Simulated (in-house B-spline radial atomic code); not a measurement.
A fraction x of an electron is removed from 2p in C⁺, starting from [He] 2s2 2p1 and keeping the highest spin. Level of theory: scalar-relativistic (X2C) B3LYP, spin-polarised, spherical fractional occupations, Fermi nucleus of rms radius 2.4702 fm; calculated with an all-electron radial atomic-structure program (B-spline basis).

Caution: exact exchange at fractional occupations of open shells leaves self-interaction of up to several eV.

```csv
x,E(x) - E(0) (eV),2p up level (eV)
0,0.0000,-17.426
0.1,1.8032,-18.642
0.14,2.5587,-19.134
0.36,7.0707,-21.899
0.5,10.2626,-23.706
0.51,10.5004,-23.837
0.69,15.0040,-26.212
0.76,16.8716,-27.150
1,23.7784,-
```

The exact functional would give a straight line between the two integer points. Deviations E(x) - E(0) - x[E(1) - E(0)], in eV: -0.575 at x = 0.1, -0.77 at x = 0.14, -1.49 at x = 0.36, -1.627 at x = 0.5, -1.627 at x = 0.51, -1.403 at x = 0.69, -1.2 at x = 0.76.

The curve lies below the straight line by up to 1.627 eV (at x = 0.5): convex, the delocalisation error, to which spherically averaged exact exchange adds.

Q: How well does Slater's transition state (minus the level at half occupation) give the ionisation energy?

A: It gives 23.706 eV against 23.778 eV from the two total energies; NIST lists 24.38 eV, ground level to ground level. The end point has an open shell averaged over its orbitals, so its exact exchange keeps a self-interaction and this is no true integer point.
